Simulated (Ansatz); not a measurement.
`C#C[SiH2][AlH2]` + H₂O → `O[SiH2][AlH2]` + acetylene at 400 K and 1 bar (formal hydrolysis of the Si–C bond).

Calculated with Ansatz (gas phase, PBE0-D4/def2-TZVP geometries, no zero-point term in ΔE). CBS: MP2 limit from def2 TZ/QZ plus the TZ coupled-cluster correction, frozen cores. This one scheme is used for every species. Each species was taken in one conformer, which may not be the lowest.

```
          species  CCSD(T)/CBS energy (Eh)  H − E (kJ/mol)  S (J/(mol·K))
`C#C[SiH2][AlH2]`               -610.12048           162.2          384.0
              H₂O                -76.37941            69.8          198.6
  `O[SiH2][AlH2]`               -609.28590           144.9          354.1
            `C#C`                -77.22717            85.5          213.8
```

H − E and S are ideal-gas, rigid-rotor, harmonic terms from PBE0-D4/def2-TZVP, for one conformer and one mirror image of each species. 1 Eh = 2625.50 kJ/mol, R = 8.31446 J/(mol·K).

Task: By hand: ΔE, ΔH, ΔS and ΔG.

Result: ΔE = (-609.28590) + (-77.22717) − (-610.12048) − (-76.37941) = -0.01318 Eh = -34.6 kJ/mol. Δ(H − E) = 144.9 + 85.5 − 162.2 − 69.8 = -1.6, so ΔH = -36.2 kJ/mol. ΔS = 354.1 + 213.8 − 384.0 − 198.6 = -14.7 J/(mol·K). ΔG = -36.2 − 400 × (-14.7)/1000 = -30.3 kJ/mol.

Task: By hand: the equilibrium constant, and the temperature at which ΔG would vanish if ΔH and ΔS stayed fixed.

Result: log₁₀ K = −ΔG/(RT ln 10) = 4.0. ΔG = 0 at ΔH/ΔS = 2463 K, though so small a ΔS makes that figure unsure.

The number of gas molecules stays the same, so ΔS is small and ΔH decides. A doubt of 5 kJ/mol in ΔE shifts log₁₀ K by 0.7 here. Other conformers and mirror images would add mixing entropy, several J/(mol·K) or more a flexible species. Modes under 60 cm⁻¹, often nearly free rotors, make the harmonic entropy too high. These are equilibria of isolated gas molecules and say nothing of rates. Largest T1 diagnostic: 0.013 (customary marks: 0.02 for closed shells, 0.045 for open ones).
